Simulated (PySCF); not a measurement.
H$_{4}$Si$_{2}$, singlet, at the geometry of the source list; B3LYP/STO-3G run with PySCF.

The PySCF input:
```python
from pyscf import gto, scf, dft

mol = gto.Mole()
mol.atom = '''
    Si   -0.55400000   -0.01010000   -0.00640000
    Si    1.55890000    0.86810000   -0.09950000
    H    -0.93970000   -0.99400000   -1.03200000
    H    -1.48610000    1.11320000   -0.20730000
    H    -0.98950000   -0.62700000    1.25750000
    H     2.41040000   -0.35010000    0.08770000
'''
mol.basis = 'sto-3g'
mol.verbose = 4
mol.build()

mf = dft.RKS(mol)
mf.xc = 'b3lyp'
mf.conv_tol = 1e-12
mf.kernel()
mf.analyze()
```

Task: Predict the main parts of the log of this PySCF run.

Result: 
```
PySCF version 2.14.0

[INPUT] verbose = 4
[INPUT] num. atoms = 6
[INPUT] num. electrons = 32
[INPUT] charge = 0
[INPUT] spin (= nelec alpha-beta = 2S) = 0
[INPUT] symmetry False subgroup None
[INPUT] Mole.unit = angstrom
[INPUT] Symbol           X                Y                Z      unit          X                Y                Z       unit  Magmom
[INPUT]  1 Si    -0.554000000000  -0.010100000000  -0.006400000000 AA   -1.046908273009  -0.019086233858  -0.012094247197 Bohr   0.0
[INPUT]  2 Si     1.558900000000   0.868100000000  -0.099500000000 AA    2.945894055584   1.640471248735  -0.188027749394 Bohr   0.0
[INPUT]  3 H     -0.939700000000  -0.994000000000  -1.032000000000 AA   -1.775775639254  -1.878387767818  -1.950197360551 Bohr   0.0
[INPUT]  4 H     -1.486100000000   1.113200000000  -0.207300000000 AA   -2.808321993716   2.103643121866  -0.391740225622 Bohr   0.0
[INPUT]  5 H     -0.989500000000  -0.627000000000   1.257500000000 AA   -1.869884000257  -1.184858280102   2.376330601641 Bohr   0.0
[INPUT]  6 H      2.410400000000  -0.350100000000   0.087700000000 AA    4.554995850652  -0.661593116210   0.165728981124 Bohr   0.0

nuclear repulsion = 75.8928293388156
number of shells = 14
number of NR pGTOs = 66
number of NR cGTOs = 22
basis = sto-3g
ecp = {}

******** <class 'pyscf.dft.rks.RKS'> ********
method = RKS
initial guess = minao
damping factor = 0
level_shift factor = 0
DIIS = <class 'pyscf.scf.diis.CDIIS'>
diis_start_cycle = 1
diis_space = 8
diis_damp = 0
SCF conv_tol = 1e-12
SCF conv_tol_grad = None
SCF max_cycles = 50
direct_scf = True
direct_scf_tol = 1e-13
XC library pyscf.dft.libxc version 7.1.2
    S. Lehtola, C. Steigemann, M. J. T. Oliveira, and M. A. L. Marques,  SoftwareX 7, 1–5 (2018)
XC functionals = b3lyp
    P. J. Stephens, F. J. Devlin, C. F. Chabalowski, and M. J. Frisch,  J. Phys. Chem. 98, 11623 (1994)
radial grids:
    Treutler-Ahlrichs [JCP 102, 346 (1995); DOI:10.1063/1.469408] (M4) radial grids

becke partition: Becke, JCP 88, 2547 (1988); DOI:10.1063/1.454033
pruning grids: <function nwchem_prune>
grids dens level: 3
symmetrized grids: False
atomic radii adjust function: <function treutler_atomic_radii_adjust>
small_rho_cutoff = 0
Set gradient conv threshold to 1e-06
Initial guess from minao.
tot grids = 77592
init E= -574.083052446645
  HOMO = -0.185675382295783  LUMO = -0.0725459068106727  gap/eV = 3.07841
cycle= 1 E= -574.579450506608  delta_E= -0.496  |g|= 0.102  |ddm|= 2.66
  HOMO = -0.126349983720521  LUMO = 0.000201878462819716  gap/eV = 3.44365
cycle= 2 E= -574.582924081477  delta_E= -0.00347  |g|= 0.0584  |ddm|= 0.321
  HOMO = -0.110551639679814  LUMO = 0.0191633696263614  gap/eV = 3.52973
cycle= 3 E= -574.584519893653  delta_E= -0.0016  |g|= 0.00446  |ddm|= 0.125
  HOMO = -0.110947434051595  LUMO = 0.0193824416611993  gap/eV = 3.54646
cycle= 4 E= -574.584529985316  delta_E= -1.01e-05  |g|= 0.000895  |ddm|= 0.0128
  HOMO = -0.111176822049821  LUMO = 0.0191399563157273  gap/eV = 3.54610
cycle= 5 E= -574.584530457349  delta_E= -4.72e-07  |g|= 0.000159  |ddm|= 0.00291
  HOMO = -0.111145022578545  LUMO = 0.0191756475758073  gap/eV = 3.54621
cycle= 6 E= -574.584530469132  delta_E= -1.18e-08  |g|= 4.34e-05  |ddm|= 0.000455
  HOMO = -0.111145488656896  LUMO = 0.0191716062384868  gap/eV = 3.54611
cycle= 7 E= -574.584530469963  delta_E= -8.31e-10  |g|= 1.09e-06  |ddm|= 8.75e-05
  HOMO = -0.111145722365185  LUMO = 0.0191712776457522  gap/eV = 3.54611
cycle= 8 E= -574.584530469964  delta_E= -7.96e-13  |g|= 1.23e-07  |ddm|= 4.33e-06
  HOMO = -0.111145693918629  LUMO = 0.0191713144004536  gap/eV = 3.54611
Extra cycle  E= -574.584530469965  delta_E= -6.82e-13  |g|= 8.03e-08  |ddm|= 5.93e-07
converged SCF energy = -574.584530469965
**** SCF Summaries ****
Total Energy =                        -574.584530469964875
Nuclear Repulsion Energy =              75.892829338815616
One-electron Energy =                 -951.122700280605500
Two-electron Energy =                  300.645340471824966
Two-electron Coulomb Energy =          344.094450395157196
DFT Exchange-Correlation Energy =      -43.449109923332216
HOMO-LUMO gap [eV] =                     3.546106418342102
**** MO energy ****
MO #1   energy= -65.3031204377445  occ= 2
MO #2   energy= -65.2885172771494  occ= 2
MO #3   energy= -5.03826143773157  occ= 2
MO #4   energy= -5.0334362092094   occ= 2
MO #5   energy= -3.33965536820146  occ= 2
MO #6   energy= -3.33862219604341  occ= 2
MO #7   energy= -3.3376026738782   occ= 2
MO #8   energy= -3.33744650406929  occ= 2
MO #9   energy= -3.32999510851214  occ= 2
MO #10  energy= -3.32324890021503  occ= 2
MO #11  energy= -0.497468024102474 occ= 2
MO #12  energy= -0.408663399866073 occ= 2
MO #13  energy= -0.27320864214577  occ= 2
MO #14  energy= -0.272291319153783 occ= 2
MO #15  energy= -0.221620536952753 occ= 2
MO #16  energy= -0.111145693918629 occ= 2
MO #17  energy= 0.0191713144004536 occ= 0
MO #18  energy= 0.250840001970364  occ= 0
MO #19  energy= 0.31418239207285   occ= 0
MO #20  energy= 0.357211285010583  occ= 0
MO #21  energy= 0.395067974766595  occ= 0
MO #22  energy= 0.408886821689281  occ= 0
 ** Mulliken pop on meta-lowdin orthogonal AOs  **
 ** Mulliken pop  **
pop of  0 Si 1s           1.99999
pop of  0 Si 2s           1.99928
pop of  0 Si 3s           1.20932
pop of  0 Si 2px          1.99792
pop of  0 Si 2py          1.99784
pop of  0 Si 2pz          1.99791
pop of  0 Si 3px          0.91445
pop of  0 Si 3py          0.80291
pop of  0 Si 3pz          0.80223
pop of  1 Si 1s           2.00000
pop of  1 Si 2s           1.99968
pop of  1 Si 3s           1.78148
pop of  1 Si 2px          1.99797
pop of  1 Si 2py          1.99838
pop of  1 Si 2pz          1.99847
pop of  1 Si 3px          0.82176
pop of  1 Si 3py          1.08837
pop of  1 Si 3pz          0.04220
pop of  2 H 1s            1.12453
pop of  3 H 1s            1.13836
pop of  4 H 1s            1.12405
pop of  5 H 1s            1.16289
 ** Mulliken atomic charges  **
charge of    0Si =      0.27813
charge of    1Si =      0.27169
charge of    2H =     -0.12453
charge of    3H =     -0.13836
charge of    4H =     -0.12405
charge of    5H =     -0.16289
Dipole moment(X, Y, Z, Debye):  0.95931,  0.00683,  0.02081
```
